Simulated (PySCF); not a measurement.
Isomers of C4H7F3S2Si, mass 203.971 u with the commonest isotopes. Computed with PBE0/pcSseg-1 in PySCF (dipole) on a GFN2-xTB geometry, gas phase. One conformer each, none proved a minimum here; rigid rotors.

Task: Order these by rotational constant C, largest first.
A. `[CH2:1]=[CH:2][S:3][Si@@H:4]([SH:5])[CH2:6][C:7]([F:8])([F:9])[F:10]` with C1–C2–S3–Si4 161°, C2–S3–Si4–S5 43°, S3–Si4–S5–H 165°, S3–Si4–C6–C7 158°
B. `[F:1][C:2]([F:3])([F:4])[CH2:5][C@H:6]1[CH2:7][S:8][SiH2:9][S:10]1` with C2–C5–C6–C7 68°, C5–C6–C7–S8 179°, C6–C7–S8–Si9 -43°, C7–S8–Si9–S10 13°, S8–Si9–S10–C6 12°
C. `[CH3:1][SiH:2]([CH3:3])[S:4][C:5](=[S:6])[C:7]([F:8])([F:9])[F:10]` with C1–Si2–S4–C5 -71°, Si2–S4–C5–S6 1°

Result: C (432.3 MHz), B (389.6 MHz), A (358.9 MHz).

Task: Order these by out-of-plane moment Σ m c² = (Ia + Ib − Ic)/2, smallest first.
A. `[F:1][C:2]([F:3])([F:4])[CH2:5][C@H:6]1[CH2:7][S:8][SiH2:9][S:10]1` with C2–C5–C6–C7 68°, C5–C6–C7–S8 179°, C6–C7–S8–Si9 -43°, C7–S8–Si9–S10 13°, S8–Si9–S10–C6 12°
B. `[CH2:1]=[CH:2][S:3][Si@@H:4]([SH:5])[CH2:6][C:7]([F:8])([F:9])[F:10]` with C1–C2–S3–Si4 161°, C2–S3–Si4–S5 43°, S3–Si4–S5–H 165°, S3–Si4–C6–C7 158°
C. `[CH3:1][SiH:2]([CH3:3])[S:4][C:5](=[S:6])[C:7]([F:8])([F:9])[F:10]` with C1–Si2–S4–C5 -71°, Si2–S4–C5–S6 1°

Result: A (58.20 u·Å²), B (59.32 u·Å²), C (84.54 u·Å²).

Task: Order these by radius of gyration √(Σ m r²/M), smallest first.
A. `[CH3:1][SiH:2]([CH3:3])[S:4][C:5](=[S:6])[C:7]([F:8])([F:9])[F:10]` with C1–Si2–S4–C5 -71°, Si2–S4–C5–S6 1°
B. `[F:1][C:2]([F:3])([F:4])[CH2:5][C@H:6]1[CH2:7][S:8][SiH2:9][S:10]1` with C2–C5–C6–C7 68°, C5–C6–C7–S8 179°, C6–C7–S8–Si9 -43°, C7–S8–Si9–S10 13°, S8–Si9–S10–C6 12°
C. `[CH2:1]=[CH:2][S:3][Si@@H:4]([SH:5])[CH2:6][C:7]([F:8])([F:9])[F:10]` with C1–C2–S3–Si4 161°, C2–S3–Si4–S5 43°, S3–Si4–S5–H 165°, S3–Si4–C6–C7 158°

Result: A (2.479 Å), B (2.578 Å), C (2.682 Å).

```csv
SMILES,point group,Ia (u·Å²),Ib (u·Å²),Ic (u·Å²),κ,μa (D),μb (D),μc (D)
FC(F)(F)C[C@H]1CS[SiH2]S1,C1,289.17,1124.33,1297.10,-0.91,1.10,0.89,0.54
C[SiH](C)SC(=S)C(F)(F)F,C1,329.50,1008.70,1169.11,-0.88,4.74,0.13,0.25
C=CS[Si@@H](S)CC(F)(F)F,C1,310.17,1216.44,1407.97,-0.91,0.75,0.19,0.28
```
